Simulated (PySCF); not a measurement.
Gas-phase reaction: 4 SiH₃Br + 2 H = 4 HBr + i-Si₄H₁₀

Computed with PySCF and rigid-rotor harmonic-oscillator thermochemistry at 1 bar. † marks an energy on the PBE0/def2-TZVP geometry and frequencies; other levels use their own. 6-31G* has spherical d functions here. Open shells (unrestricted): H (multiplicity 2); the rest are closed-shell singlets. B3LYP is the form with VWN-RPA correlation. Br: all electrons, no relativistic terms. The harmonic model lacks anharmonicity and excited electronic states, which grow with temperature; levels with a mode under 35 cm⁻¹ are left out. Internal rotation in i-Si₄H₁₀ is treated as a harmonic vibration of one conformer, which makes the entropy rough.

```
level              ΔE electronic, kJ  ΔH°(298 K), kJ  ΔS°(298 K), J/K  ΔG°(1200 K), kJ
-----------------  -----------------  --------------  ---------------  ---------------
B3LYP/6-31G*                    -131            -115              -76              -31
B3LYP/def2-TZVP†                -138            -120              -76              -35
BLYP/def2-TZVP†                 -148            -130              -76              -45
r2SCAN/def2-TZVP†               -132            -114              -76              -29
LDA/def2-TZVP†                  -206            -188              -76             -104
```
ΔH° is lowest at LDA/def2-TZVP† and highest at r2SCAN/def2-TZVP†. No reference value is set beside these.
